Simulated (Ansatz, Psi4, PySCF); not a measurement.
Cl$_{2}$Mg, charge +1, doublet, at a GFN2-xTB geometry (such geometries of metal compounds can be far from the true shape) (a state made from the parent by changing its charge; the spin is typed, not shown lowest). Base run: B3LYP/def2-SVP (PySCF).

Geometry (Å):
```xyz
3

Mg     0.0000     0.0000     0.0000
Cl     0.0000     0.0000    -2.1711
Cl     0.0000     0.0000     2.1711
```
Charge +1, spin multiplicity 2.
Orbitals are unrestricted.
All else is at PySCF's defaults.

The same geometry, method and basis name were run in Ansatz (a first-principles code) and Psi4 and PySCF, at each program's defaults and at the settings that a row names. The base is PySCF at its defaults. Differences at the defaults can come from grids, fitting, cores and function types together.

| code and settings | ΔE vs base (mEh) | basis functions | E (Eh) | SCF cycles |
|---|---|---|---|---|
| PySCF, defaults (exact integrals, its default grid, spherical functions) | 0.000 | 54 | -1119.91551 | 8 |
| Psi4, defaults (density fitting with its default set, its default grid, spherical functions) | 0.004 | 54 | -1119.91550 | 7 |
| Ansatz, defaults (factorised integrals, its default grid, spherical functions) | 0.005 | 54 | -1119.91550 | - |
| PySCF, density fitting with def2-universal-jkfit | -0.011 | 54 | -1119.91552 | 8 |
| PySCF, fine grid | 0.005 | 54 | -1119.91550 | 8 |
| Psi4, exact integrals, spherical functions, fine grid | 0.005 | 54 | -1119.91550 | 9 |
| Ansatz, high accuracy | 0.005 | 54 | -1119.91550 | - |

Open shells are given as the SCF converged; they aren't shown to be the lowest states, and a large step between rows can be another state.
